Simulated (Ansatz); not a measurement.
`C[SiH2][Ga]([F])[Cl]` + H₂O → `C[SiH2]O` + `[F][GaH][Cl]`  (formal hydrolysis of the Si–Ga bond)

Computed with Ansatz on PBE0-D4/def2-TZVP structures; ΔE is electronic, products minus reactants. CCSD(T)/CBS adds triple-zeta CCSD(T) − MP2 to the extrapolated MP2 energy (def2 sets, frozen cores). This one scheme is used for every species. DFT in def2-TZVPP. B3LYP here is the variant with VWN-RPA as its local correlation; programs differ in this. For Ga outer-core shells are correlated without core-valence functions, which leaves a few kJ/mol of doubt a bond. Scalar relativity is left out up to krypton. Each species was taken in one conformer, which may not be the lowest.

`C[SiH2][Ga]([F])[Cl]`:

```xyz
10

C    -0.875    0.189   -1.387
Si    0.667   -0.253   -0.427
Ga    0.338    0.029    1.931
F    -1.191    0.598    2.583
Cl    1.754   -0.342    3.495
H    -1.157    1.229   -1.212
H    -0.705    0.054   -2.457
H    -1.714   -0.443   -1.089
H     1.063   -1.672   -0.635
H     1.820    0.610   -0.801
```

H₂O:

```xyz
3

O    -0.328    0.127    0.167
H    -0.224   -0.632   -0.410
H     0.551    0.505    0.243
```

`C[SiH2]O`:

```xyz
9

C    -0.721   -0.920   -0.096
Si    0.136    0.733   -0.156
O     1.308    0.883    0.998
H    -1.517   -0.961   -0.845
H    -1.168   -1.093    0.886
H    -0.027   -1.739   -0.305
H    -0.823    1.829    0.126
H     0.719    0.925   -1.517
H     2.093    0.344    0.909
```

`[F][GaH][Cl]`:

Z-matrix (Å, degrees):
```
Ga
F 1 1.744
Cl 1 2.122 2 113.4
H 1 1.541 2 120.8 3 180.0
```

```json
{"level": "revPBE-D4", "ΔE (kJ/mol)": "-39.7", "difference from CCSD(T)/CBS": "16.2"}
{"level": "r2SCANh-D4", "ΔE (kJ/mol)": "-59.0", "difference from CCSD(T)/CBS": "-3.1"}
{"level": "ωB97M-V", "ΔE (kJ/mol)": "-63.7", "difference from CCSD(T)/CBS": "-7.8"}
{"level": "PBE", "ΔE (kJ/mol)": "-42.9", "difference from CCSD(T)/CBS": "13.0"}
{"level": "revPBE", "ΔE (kJ/mol)": "-41.6", "difference from CCSD(T)/CBS": "14.3"}
{"level": "B3LYP", "ΔE (kJ/mol)": "-61.9", "difference from CCSD(T)/CBS": "-6.0"}
{"level": "r2SCAN0", "ΔE (kJ/mol)": "-61.8", "difference from CCSD(T)/CBS": "-5.9"}
{"level": "BHLYP", "ΔE (kJ/mol)": "-72.4", "difference from CCSD(T)/CBS": "-16.5"}
{"level": "HF/def2-TZVPP", "ΔE (kJ/mol)": "-86.7", "difference from CCSD(T)/CBS": "-30.8"}
{"level": "SCS-MP2/def2-TZVPP", "ΔE (kJ/mol)": "-69.5", "difference from CCSD(T)/CBS": "-13.6"}
{"level": "CCSD(T)/CBS", "ΔE (kJ/mol)": "-55.9", "difference from CCSD(T)/CBS": "0"}
```

**Question.** What do rigid-rotor, harmonic-oscillator terms from PBE0-D4/def2-TZVP frequencies (298.15 K, 1 bar) make of the CCSD(T)/CBS value? (Best estimate.)

**Answer.** Computed: ΔZPE = -3.4 kJ/mol, ΔH = -64.6 kJ/mol, ΔS = -5 J/(mol·K), ΔG = -63.0 kJ/mol. Modes under 50 cm⁻¹ make the entropy rough.

Largest T1 diagnostic among the species: 0.013.

From BLYP to BHLYP (50 % exact exchange), in def2-TZVPP and without D4, ΔE moves by −15.9 kJ/mol. In def2-TZVPP, CCSD(T) changes the Hartree–Fock value by +26.3 kJ/mol (the triples alone add +3.4 kJ/mol) and MP2 by +21.8 kJ/mol. The D4 term adds +6.1 kJ/mol with B3LYP and +3.7 kJ/mol with PBE0; it sums over pairs of atoms, weighted by their polarisabilities, and B3LYP, whose exchange is more repulsive, gets the larger term.
